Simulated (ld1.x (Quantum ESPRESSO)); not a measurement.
chromium, PAW: configuration errors across variants

```json
{
 "Element": "chromium (Cr)",
 "Generator": "ld1.x (Quantum ESPRESSO) 7.5",
 "Type": "PAW",
 "Functional": "PBE",
 "Relativity": "scalar-relativistic",
 "Frozen core": "[Ar]",
 "Valence charge": "6",
 "Reference configuration": "3d4 4s2 4p0",
 "Partial waves": "4s (bound): rcut 2.50, rcutus 3.20 bohr; 4s channel at 0.75 Ry: rcut 2.50, rcutus 3.20 bohr; 4p (bound, empty): rcut 3.00, rcutus 3.70 bohr; 4p channel at 1.8 Ry: rcut 3.00, rcutus 3.70 bohr; 3d (bound): rcut 1.35, rcutus 1.45 bohr; 3d channel at 2.35 Ry: rcut 1.35, rcutus 1.45 bohr",
 "Local potential": "all-electron potential smoothed inside 2.15 bohr (lloc = -1)",
 "Core correction": "Bessel-smoothed model core inside 1.25 bohr",
 "Augmentation charge": "PSQ, inside the norm-conserving radii"
}
```

All-electron excitation energies from the reference (eV): (1) 3d5 4s1 4p0 0.100; (2) 3d5 4s0 4p0 7.001; (3) 3d4 4s0 4p0 23.053; (4) 3d5.5 4s0.5 4p0 0.826; (5) 3d2 4s0 4p0 102.162; (6) 3d3 4s0 4p0 53.802; (7) 3d6 4s0 4p0 1.832.

Tests that are not counted but printed errors over 1 eV. “local potential all-electron potential smoothed inside 3.25 bohr (lloc = -1)”: 3d6 4s0 4p0 (solver errors, printed error -272 eV).

2 further variants failed, have other tests or another functional or relativity, and are left out.

Errors AE − PS in meV (a dash: test not solved or not reliable):

```tsv
change	(1)	(2)	(3)	(4)	(5)	(6)	(7)	bound ghosts
base	-72	-128	-10	-133	-2200	-411	-193	none
waves 4p (bound): rcut 3.00, rcutus 3.30 bohr; 4p channel at 1.8 Ry: rcut 3.00, rcutus 3.30 bohr	-72	-128	-10	-133	-2200	-411	-193	none
wave 4s channel at 0.75 Ry: rcut 2.50, rcutus 3.20 bohr becomes 4s channel at -0.1 Ry: rcut 2.50, rcutus 3.20 bohr	-68	-128	-10	-130	-2200	-411	-193	none
core correction Bessel-smoothed model core inside 1.54 bohr	-72	-128	-10	-133	-2200	-411	-193	none
waves 4s (bound): rcut 2.50, rcutus 3.38 bohr; 4s channel at 0.75 Ry: rcut 2.50, rcutus 3.38 bohr	-71	-128	-10	-131	-2200	-411	-193	none
local potential all-electron potential smoothed inside 3.25 bohr (lloc = -1)	-75	-130	-13	-135	-2213	-411	–	none
augmentation BESSEL, radius 1.15 bohr	-42	-54	+52	-86	-2230	-396	-133	none
type ultrasoft; local potential all-electron potential smoothed inside 3.55 bohr (lloc = -1); augmentation built from norm-conserving waves at rcut, not smoothed further	–	–	–	–	–	–	–	not determined
all radii but the core radius scaled by about 1.32 (s 4.22, p 4.88, d 1.92 bohr, rcut 3.30/3.96/1.78); local potential all-electron potential smoothed inside 2.84 bohr (lloc = -1)	-71	-133	-27	–	–	–	–	none
local potential all-electron potential smoothed inside 3.30 bohr (lloc = -1)	-76	-130	-13	–	–	–	–	none
```

Question: Give the same row for: waves 3d (bound): rcut 1.35, rcutus 2.08 bohr; 3d channel at 2.35 Ry: rcut 1.35, rcutus 2.08 bohr.

Answer: -73, -130, -15, -133, -2247, -412, -193; bound ghosts: none.
